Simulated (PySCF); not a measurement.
BeCl, SMILES [Cl][Be], multiplicity 2. The structure is a stationary point at PBE-D3(BJ)/def2-TZVPD. The multiplicity is an assumed one; other spin states were not compared.

Calculation: PBE-D3(BJ)/def2-TZVPD run with PySCF.

Harmonic wavenumbers (cm⁻¹): 811. Rotational constants (GHz): 21.28 (linear); symmetry number 1.

Task: Work out the zero-point energy and the ideal-gas rigid-rotor harmonic-oscillator thermochemistry at 298.15 K and 1 atm.

Result: ZPE = ½ Σ hcν = ½ × 811 cm⁻¹ = 1.16 kcal/mol. H − E(el) = 3.28 kcal/mol. Entropy in cal/(mol K): translation 37.30, rotation 13.27, vibration 0.20, spin 1.38, total 52.15. G − E(el) = -12.27 kcal/mol. Cp = 7.59 cal/(mol K).
